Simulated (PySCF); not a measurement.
# H₂RuS, quintet: data card

Level of theory: UPBE0 in PySCF with Ru def2-TZVP with ECP28, S def2-TZVP, H def2-TZVP; scalar-relativistic core potentials, no spin–orbit coupling; density-fitted integrals.

The structure is a minimum.

```xyz
4
charge 0 multiplicity 5, angstrom
Ru   -0.4616    0.0000    0.0000
S     1.6240    0.0000    0.0000
H    -2.4237    0.3915    0.0000
H    -2.4237   -0.3915    0.0000
```

```json
{"Point group": "C2v", "Bond lengths": "H–H 0.783 Å, Ru–H 2.001 Å (×2), Ru–S 2.086 Å", "Bond angles": "H–H–Ru 78.7° (×2), H–Ru–H 22.6°, H–Ru–S 168.7° (×2)", "Dipole moment": "4.57 D", "Zero-point energy": "37.7 kJ/mol", "Spin squared ⟨S²⟩": "6.012", "Lowest empty level (β)": "-3.03 eV", "Highest occupied level (β)": "-6.27 eV", "Principal polarisabilities": "43.1, 45.7, 95.1 bohr³", "Heat capacity Cp at 298.15 K": "59.6 J/(mol K)", "Enthalpy at 298.15 K above 0 K": "14.58 kJ/mol", "Rotational symmetry number": "2", "Atomisation energy without zero-point energy": "861 kJ/mol", "Principal quadrupole moments (Buckingham, traceless) about the centre of mass": "-1.35, -0.64, 1.99 D Å", "Entropy at 298.15 K and 1 bar (electronic part: spin only)": "293.7 J/(mol K)", "Rotational constants": "54.56, 0.143, 0.1426 cm⁻¹"}
```

Harmonic modes (masses in u: Ru 101.904, S 31.972, H 1.008):
```json
{"symmetry": "b2", "ω (cm⁻¹)": "59", "IR (km/mol)": "1.2"}
{"symmetry": "b1", "ω (cm⁻¹)": "190", "IR (km/mol)": "3.2"}
{"symmetry": "a1", "ω (cm⁻¹)": "502", "IR (km/mol)": "6.8"}
{"symmetry": "a1", "ω (cm⁻¹)": "653", "IR (km/mol)": "94.3"}
{"symmetry": "b2", "ω (cm⁻¹)": "1085", "IR (km/mol)": "19.5"}
{"symmetry": "a1", "ω (cm⁻¹)": "3817", "IR (km/mol)": "137"}
```

In C2v the vibrations span 2b2 + b1 + 3a1. Here b1 is antisymmetric to the molecular plane and b2 lies in it.

Charges (e):
```tsv
atom	Mulliken	Löwdin	polar tensor	spin (Mulliken)	Mayer order to Ru1
Ru1	0.31	-0.21	0.28	3.02	–
S2	-0.44	0.02	-0.49	0.97	2.06
H3,4	0.06	0.10	0.11	0.01	0.20
```
Other Mayer orders above 0.3: H–H 0.76.

Mulliken populations on Ru1 (electrons outside its core potential): s 2.54, p 6.19, d 6.94, f 0.00.

Only a few start shapes were tried, so a lower isomer may exist. Open d and f shells are described by one determinant, and the ground state may have another occupation or spin. At this level a triplet minimum of Cs symmetry lies 70 kJ/mol below this structure.

The final relaxation and frequency run took 29 s on 4 threads of a shared Arm Neoverse V1 host, with 89 basis functions and 12 gradients; the process peaked at 1.1 GiB.
